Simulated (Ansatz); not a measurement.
One change: `[F][SnH2][Br]` becomes `[Cl][SnH2][Br]`.

Ansatz, PBE0-D4/def2-TZVP geometries, multiplicity 1. 

Elements past krypton have def2 core potentials. Scalar relativity is left out up to krypton. Spin–orbit coupling is left out; it splits and shifts lone-pair levels of the heavy atoms by tenths of an eV.

| property | `[F][SnH2][Br]` |
| --- | --- |
| ideal-gas entropy at 298 K and 1 bar (rigid rotor, harmonic PBE0-D4/def2-TZVP) / J/(mol·K) | 321 |
| LUMO energy (ωB97M-V/def2-TZVPP) / eV | 0.51 |
| LUMO energy (B3LYP/def2-TZVPP) / eV | -1.71 |
| LUMO energy (PBE/def2-TZVPP) / eV | -2.30 |
| LUMO energy (PBE0/def2-TZVPP) / eV | -1.38 |
| HOMO energy (ωB97M-V/def2-TZVPP) / eV | -10.82 |

Task: Give the same properties after the change, and the shifts. (Best estimate.)

Result: Ansatz gave: 
| property | `[Cl][SnH2][Br]` | shift |
| --- | --- | --- |
| ideal-gas entropy at 298 K and 1 bar (rigid rotor, harmonic PBE0-D4/def2-TZVP) / J/(mol·K) | 332 | 11 |
| LUMO energy (ωB97M-V/def2-TZVPP) / eV | 0.34 | -0.17 |
| LUMO energy (B3LYP/def2-TZVPP) / eV | -1.87 | -0.16 |
| LUMO energy (PBE/def2-TZVPP) / eV | -2.47 | -0.17 |
| LUMO energy (PBE0/def2-TZVPP) / eV | -1.57 | -0.19 |
| HOMO energy (ωB97M-V/def2-TZVPP) / eV | -10.75 | 0.07 |

With PBE0 the HOMO rises by 0.06 eV and the LUMO falls by 0.19 eV, so the gap narrows by about 0.25 eV. PBE moves the HOMO by 0.05 eV and ωB97M-V by 0.07 eV.

B3LYP here is the variant with VWN-RPA as its local correlation; programs differ in this.
